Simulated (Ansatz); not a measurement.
C2H9FSi3, SMILES C1[C@@H]([Si@H]([SiH2]1)[SiH3])F.

Coordinates come from a B3LYP-D3(BJ)/def2-SVP optimisation. The structure was generated by enumeration; whether it is a known compound was not checked.

Two levels are set side by side: PBE/def2-SVPD (Ansatz, a quantum-chemistry and plane-wave program) and PBE0/def2-SVPD (Ansatz). Energy differences of separate SCF runs at the same geometry; the states with an electron removed or added have multiplicity 2 and 2. Differences are taken from unrounded values.

```
quantity                           PBE0   PBE  PBE minus PBE0
---------------------------------  ----  ----  --------------
vertical ionisation energy (eV)    9.31  9.05           -0.26
vertical singlet–triplet gap (eV)  5.02  4.75           -0.27
```
